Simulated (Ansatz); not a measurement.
Mulliken charges of `[Cl][GeH2][SeH]` from PBE/def2-TZVPP in Ansatz (PBE0-D4/def2-TZVP geometry).

```
atom   x (Å)   y (Å)   z (Å)  charge (e)
 Cl1  -2.295   0.686  -0.320      -0.279
 Ge2  -0.274  -0.034  -0.441       0.396
 Se3   0.596   0.273   1.717      -0.211
  H4  -0.336  -1.516  -0.834       0.016
  H5   0.456   0.818  -1.488       0.016
  H6   1.895  -0.292   1.320       0.064
```

Q: By hand: the dipole of these point charges (1 e Å = 4.8032 D).

A: Σ q r = (0.529, -0.292, -0.400) e Å, of length 0.725 e Å = 3.48 D.

Q: How does the dipole of the full density compare? (An estimate is asked.)

A: Ansatz gave: (0.363, -0.170, -0.164) e Å, 2.08 D; the point charges give 1.67 times that, at 12° from its direction.

Point charges leave out the atoms' own dipoles, such as those of lone pairs, and Mulliken's split depends on the basis, so the two needn't agree.
